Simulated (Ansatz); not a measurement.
HAlCl, SMILES `[AlH-][Cl]` (lower singlet) (charge -1, multiplicity 1). This singlet lies 1.12 eV below the relaxed triplet at the level frozen-core CCSD(T)/aug-cc-pVTZ // PBE0-D3(BJ)/def2-TZVPD (Ansatz, a program for electronic structure).

Method: PBE0/aug-cc-pVTZ // PBE0-D3(BJ)/def2-TZVPD (Ansatz).

Ansatz 0.2 input:
```yaml
crystal:
  periodic: [false, false, false]
  atoms:
    - { symbol: Al, position_ang: [-0.327171, 0.85452, 0.0] }
    - { symbol: Cl, position_ang: [1.645201, -0.332634, 0.0] }
    - { symbol: H, position_ang: [-1.31803, -0.521886, 0.0] }
basis:
  gaussian: { orbitals: aug-cc-pVTZ }
hamiltonian:
  xc: pbe0
total_charge: -1
```

Output:

```
Functional definition: PBE0
795 factors; their error is unknown
mean field evaluation 1: about -19129.2963 eV, gradient 2.4e1 eV
mean field evaluation 2: about -19129.3063 eV, gradient 2.7e1 eV
mean field evaluation 4: about -19131.3126 eV, gradient 4.3e-1 eV
mean field evaluation 8: about -19131.3478 eV, gradient 9.5e-2 eV
mean field evaluation 16: about -19131.3479 eV, gradient 3.7e-5 eV
mean field -19131.34785061 eV, -703.0640658166 hartree, gradient 3.7e-5 eV, S^2 0.000000; 0 other end points of the search recorded, 0 dependent functions left out
reference -19131.34788857 eV, -703.0640672116 hartree; 16, 16 occupied and 107, 107 virtual orbitals, 795 factors
Total energy: -19131.34788857 eV, -703.0640672116 hartree
```
